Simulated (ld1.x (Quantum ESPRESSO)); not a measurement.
## Pd, TM: configuration errors across variants

* Element: palladium
* Generator: ld1.x (Quantum ESPRESSO) 7.5
* Type: norm-conserving Troullier–Martins (Kleinman–Bylander form)
* Functional: PBE
* Relativity: non-relativistic
* Frozen core: [Ar] 3d10 4s2
* Valence charge: 16
* Reference configuration: 4p6 4d10 5s0
* Partial waves: 5s (bound, empty): rc 3.00 bohr; 4p (bound): rc 1.35 bohr; 4d (bound): rc 1.60 bohr
* Local potential: all-electron potential smoothed inside 1.65 bohr (lloc = -2)
* Core correction: a·sin(br)/r model core inside 1.25 bohr

All-electron excitation energies from the reference (eV): (1) 4p6 4d9 5s0 9.253; (2) 4p6 4d8 5s0 30.363; (3) 4p6 4d7 5s0 65.161; (4) 4p6 4d9.5 5s0 3.283; (5) 4p5 4d10 5s0 55.272.

Tests that are not counted but printed errors over 1 eV. “base”: 4p6 4d9 5s1 (solver errors, printed error -3.1 eV); 4p6 4d8 5s1 (solver errors, printed error -3.8 eV). “wave 4p (bound): rc 1.35 bohr becomes 4p (bound): rc 1.12 bohr”: 4p6 4d9 5s1 (solver errors, printed error -3.1 eV); 4p6 4d8 5s1 (solver errors, printed error -3.8 eV). “wave 5s (bound): rc 3.00 bohr becomes 5s (bound): rc 3.10 bohr”: 4p6 4d9 5s1 (solver errors, printed error -3.1 eV); 4p6 4d8 5s1 (solver errors, printed error -3.8 eV). “core correction none”: 4p6 4d9 5s1 (solver errors, printed error -3.1 eV); 4p6 4d8 5s1 (solver errors, printed error -3.7 eV). “wave 4d (bound): rc 1.60 bohr becomes 4d (bound): rc 2.08 bohr”: 4p6 4d9 5s1 (solver errors, printed error -3.1 eV); 4p6 4d8 5s1 (solver errors, printed error -3.8 eV).

2 further variants failed, have other tests or too few solved ones, and are left out.

A true bound ghost makes a file unfit for plane-wave use even where its test errors are small: the radial tests pick states by their node count and pass the ghost by. Where a test does run into it, the solver fails or the error is huge.

Errors AE − PS in meV (a dash: test not solved or not reliable):

```csv
change,(1),(2),(3),(4),(5),bound ghosts
base,-5.4,-38,-126,-0.9,-41,s
wave 4p (bound): rc 1.35 bohr becomes 4p (bound): rc 1.12 bohr,-5.4,-38,-127,-0.9,-32,s
wave 5s (bound): rc 3.00 bohr becomes 5s (bound): rc 3.10 bohr,-5.4,-38,-126,-0.9,-41,s
core correction none,-2.3,-20,-72,-0.3,-36,s
wave 4d (bound): rc 1.60 bohr becomes 4d (bound): rc 2.08 bohr,-6.6,-39,-109,-1.2,-91,s
local potential all-electron potential smoothed inside 3.16 bohr (lloc = -2),-70,-366,-956,-14,-228,none
local potential all-electron potential smoothed inside 1.35 bohr (lloc = -1),-2.3,-18,-65,-0.3,-23,s
"type ultrasoft; waves now 5s (bound): rcut 2.60, rcutus 3.00 bohr; 5s channel at 0.85 Ry: rcut 2.60, rcutus 3.00 bohr; 4p (bound): rcut 1.15, rcutus 1.35 bohr; 4p channel at -2.55 Ry: rcut 1.15, rcutus 1.35 bohr; 4d (bound): rcut 1.40, rcutus 1.60 bohr; 4d channel at 2.05 Ry: rcut 1.40, rcutus 1.60 bohr; local potential all-electron potential smoothed inside 1.45 bohr (lloc = -1); augmentation built from norm-conserving waves at rcut, not smoothed further",-5.9,-37,-110,-1.1,–,s
"all radii but the core radius scaled by about 1.23 (s 3.70, p 1.66, d 1.98 bohr); local potential all-electron potential smoothed inside 2.04 bohr (lloc = -2)",-15,-89,-254,-2.7,-135,none
```

Q: Give the same row for: all radii but the core radius scaled by about 0.82 (s 2.46, p 1.10, d 1.32 bohr); local potential all-electron potential smoothed inside 1.36 bohr (lloc = -2).

A: -2.7, -21, -75, -0.4, -12; bound ghosts: s.
